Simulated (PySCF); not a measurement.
PySCF 2.14 output of an unrestricted LDA calculation on a single atom or ion in aug-cc-pVQZ-PP with ECP28MDF (7s7p5d3f2g, 92 functions), with a scalar-relativistic core potential:

```
SCF conv_tol = 1e-09
number electrons alpha = 13  beta = 9
    P. A. M. Dirac.,  Math. Proc. Cambridge Philos. Soc. 26, 376 (1930)
    F. Bloch.,  Z. Phys. 57, 545 (1929)
    S. H. Vosko, L. Wilk, and M. Nusair.,  Can. J. Phys. 58, 1200 (1980)
cycle= 1 E= -266.254014899554  delta_E= -0.00879  |g|= 0.0783  |ddm|= 0.815
cycle= 2 E= -266.254504670867  delta_E= -0.00049  |g|= 0.0532  |ddm|= 0.297
cycle= 3 E= -266.255010875168  delta_E= -0.000506  |g|= 0.00146  |ddm|= 0.134
cycle= 4 E= -266.255011488878  delta_E= -6.14e-07  |g|= 1.27e-05  |ddm|= 0.00613
cycle= 5 E= -266.255011488932  delta_E= -5.39e-11  |g|= 4.63e-07  |ddm|= 6.08e-05
converged SCF energy = -266.255011488932  <S^2> = 6.001067  2S+1 = 5.0004268
```

The run itself started from symmetry-adapted Hartree-Fock orbitals and held the occupation by maximum overlap, on a logarithmic radial grid, so the iterations belong to that start.

**Question.** Which element, charge and spin multiplicity is this?

**Answer.** Te(2+) (tellurium, charge +2), multiplicity 5; the state was [Kr] 4d10 5s1 5p3, high-spin 5S determinant (an excited configuration).

Energies and moments cover only the electrons outside the core potential.
